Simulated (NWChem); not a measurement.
Species: PbHOF, singlet; SMILES [OH][Pb][F]

```xyz
4

Pb     0.2636     0.0397     0.0000
F     -0.9321    -1.6443     0.0000
O     -1.3771     1.3380     0.0000
H     -2.2053     0.8378     0.0000
```
Atoms are numbered in this order, from 1.

Program: NWChem. Low-valent species are run as closed-shell singlets; no triplet was tried in these runs. Geometry: optimised at PBE0/def2-SVP. def2 effective core potentials on Pb; no spin-orbit coupling. LC-ωPBE (HJS hole) with def2-SVP; x = 1 − exp(−ω/0.25 bohr⁻¹) is a scale chosen for this fit.

```
row           x  −ε(HOMO) (eV)
--------  -----  -------------
ω = 0.10  0.330           7.94
ω = 0.15  0.451       withheld
ω = 0.25  0.632           9.50
ω = 0.30  0.699           9.88
ω = 0.50  0.865          10.94
```

Task: Fit a straight line of the last column on the one before it, predict the withheld value, and compare with the run.

Result: 
1. Means of the 4 shown rows: x = 0.6315, y = 9.565. Slope Σ(x − x̄)(y − ȳ)/Σ(x − x̄)² = 0.8322/0.1500 = 5.549; intercept 6.061.
2. The shown rows scatter about the line by 0.065 (root mean square); the largest residual is +0.08, at ω = 0.50.
3. At x = 0.451 (ω = 0.15; inside the shown range) the line gives 8.56.
4. The run gives 8.55, -0.01 from the line, 0.2 times the scatter.
